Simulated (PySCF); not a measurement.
A GIAO shielding run with PySCF 2.14.0 with density-fitted response routines (density fitting, non-relativistic, gas phase) on SMILES C=C[Si@@H](N(C)C)[Si@H](N)P, C4H15N2PSi2:

```
$ OMP_NUM_THREADS=1 python probes_run.py task.json out

{"job": {"kind": "nmr", "xc": "PBE0", "basis": "pcSseg-1"}, "charge": 0, "multiplicity": 1}
C      0.312250    -3.273146     0.935102
C      0.561486    -2.185553     0.224477
Si     0.248282    -0.424488     0.823071
N      1.357642     0.546128    -0.070186
C      1.141398     1.952604    -0.295042
C      2.752459     0.192346    -0.170047
Si    -1.941139     0.141473     0.335333
N     -2.196782     0.071550    -1.373310
P     -2.576161     2.204891     1.009732
H      0.466015    -4.272749     0.556036
H     -0.057408    -3.208644     1.945337
H      0.931579    -2.315214    -0.786391
H      0.498987    -0.425288     2.285640
H      0.082701     2.186539    -0.207007
H      1.691412     2.567964     0.427016
H      1.479327     2.225305    -1.299525
H      3.356599     0.715639     0.580361
H      3.136114     0.458279    -1.159367
H      2.870424    -0.877037    -0.020514
H     -2.869679    -0.740979     1.083699
H     -3.047654     0.428880    -1.780763
H     -1.872672    -0.730365    -1.889522
H     -2.417787     2.798360    -0.225522
H     -3.919128     1.983268     0.780118
```

Hardware: 1 thread of an Arm Neoverse N1, shared host. The job also computes population analyses, field gradients.

**Question.** How large is the calculation?

**Answer.** 96 electrons, 249 basis functions and 1353 auxiliary functions.

**Question.** How long does it take, and how much memory does it need?

**Answer.** 2.5 min of wall time, with 14 SCF cycles and 5 response iterations; peak memory 1.1 GiB. Times on a shared host scatter by some tens of per cent.
